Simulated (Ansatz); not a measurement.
(LiH)n off: vertical IE (eV) at several levels, gas phase, relaxed structures; Ansatz. Clusters are the lowest isomers that short searches found in that spin, judged at the geometry's level. The spins of the ions were chosen, not always searched. A dash marks a value that wasn't run or was left out as unsound. The structures are stationary points that may keep the symmetry of their start. Correlated methods freeze inner cores and use unrestricted references for open shells.

```json
{"species": "Li2H", "state": "doublet to singlet", "geometry": "PBE-D4/def2-TZVP", "PBE-D4/def2-TZVP": "4.81", "r2SCAN-D4/def2-TZVP": "4.69", "PBE0-D4/def2-TZVP": "4.77", "CCSD(T)/def2-TZVPP": "4.48"}
{"species": "Li3H2", "state": "doublet to singlet", "geometry": "PBE-D4/def2-TZVP", "PBE-D4/def2-TZVP": "5.31", "r2SCAN-D4/def2-TZVP": "5.22", "PBE0-D4/def2-TZVP": "5.33", "CCSD(T)/def2-TZVPP": "5.11"}
{"species": "Li4H3", "state": "doublet to singlet", "geometry": "PBE-D4/def2-TZVP", "PBE-D4/def2-TZVP": "4.85", "r2SCAN-D4/def2-TZVP": "4.76", "PBE0-D4/def2-TZVP": "4.82", "CCSD(T)/def2-TZVPP": "4.50"}
{"species": "Li3H4", "state": "doublet to singlet", "geometry": "r2SCAN-D4/def2-TZVP", "PBE-D4/def2-TZVP": "5.25", "r2SCAN-D4/def2-TZVP": "5.17", "PBE0-D4/def2-TZVP": "5.26", "CCSD(T)/def2-TZVPP": "5.04"}
{"species": "Li5H4", "state": "doublet to singlet", "geometry": "PBE-D4/def2-TZVP", "PBE-D4/def2-TZVP": "4.66", "r2SCAN-D4/def2-TZVP": "4.57", "PBE0-D4/def2-TZVP": "4.63", "CCSD(T)/def2-TZVPP": "4.27"}
{"species": "Li5H6", "state": "doublet to singlet", "geometry": "r2SCAN-D4/def2-TZVP", "PBE-D4/def2-TZVP": "4.66", "r2SCAN-D4/def2-TZVP": "4.53", "PBE0-D4/def2-TZVP": "4.64", "CCSD(T)/def2-TZVPP": "4.40"}
{"species": "Li6H5", "state": "doublet to singlet", "geometry": "r2SCAN-D4/def2-TZVP", "PBE-D4/def2-TZVP": "4.78", "r2SCAN-D4/def2-TZVP": "4.70", "PBE0-D4/def2-TZVP": "4.77", "CCSD(T)/def2-TZVPP": "4.48"}
{"species": "Li6H7", "state": "doublet to singlet", "geometry": "PBE0-D4/def2-TZVP", "PBE-D4/def2-TZVP": "4.75", "r2SCAN-D4/def2-TZVP": "4.68", "PBE0-D4/def2-TZVP": "4.73", "CCSD(T)/def2-TZVPP": "–"}
{"species": "Li7H6", "state": "doublet to singlet", "geometry": "PBE-D4/def2-TZVP", "PBE-D4/def2-TZVP": "3.92", "r2SCAN-D4/def2-TZVP": "3.71", "PBE0-D4/def2-TZVP": "3.79", "CCSD(T)/def2-TZVPP": "–"}
```

Over the 7 species that have every level, the mean is 4.90 at PBE-D4/def2-TZVP, 4.81 at r2SCAN-D4/def2-TZVP, 4.89 at PBE0-D4/def2-TZVP, 4.61 at CCSD(T)/def2-TZVPP. The mean absolute difference from CCSD(T)/def2-TZVPP, which is a yardstick and not exact, is 0.29 for PBE-D4/def2-TZVP, 0.20 for r2SCAN-D4/def2-TZVP, 0.28 for PBE0-D4/def2-TZVP (levels in sets of like size).
